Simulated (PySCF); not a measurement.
# Worked example: oscillator strength and radiative lifetime

Mo(O)(NH)(OH)2 (H₃MoNO₃), SMILES [OH][Mo](=[O])([OH])=[NH], multiplicity 1.

Coordinates come from a r2SCAN-D4/def2-SVP optimisation. The spin state was assumed, not searched. The structure was generated by enumeration; whether it is a known compound was not checked. The def2 effective core potentials stand for the cores of Mo; spin–orbit coupling is left out. The values are those of a single conformer.

TDDFT-LC-ωPBE/def2-SVPD (PySCF) puts the first singlet state with f over 0.02 at 6.16 eV (vertical), with the transition dipole (-0.382, -0.193, 0.000) in atomic units.

Task: Find the oscillator strength, the wavelength and the radiative lifetime that this transition would have in vacuum if emission retraced absorption.

Result: 
|μ|² = 0.1832 au, so |μ| = 1.09 D. ΔE = 6.16/27.211 = 0.2264 hartree. f = (2/3) ΔE |μ|² = 0.028 (the program prints 0.028).
λ = 1239.84/6.16 = 201 nm; ν = 49684 cm⁻¹.
Einstein's coefficient A = 0.6670 ν² f s⁻¹ (ν in cm⁻¹) = 4.6e7 s⁻¹, so τ = 1/A = 22 ns. This state is S7; the lower singlets have f = 0.000, 0.006, 0.005, 0.000, 0.009, 0.004. The figure is the radiative limit of this one transition; relaxation, internal conversion, crossing to triplets and a medium change what is measured.
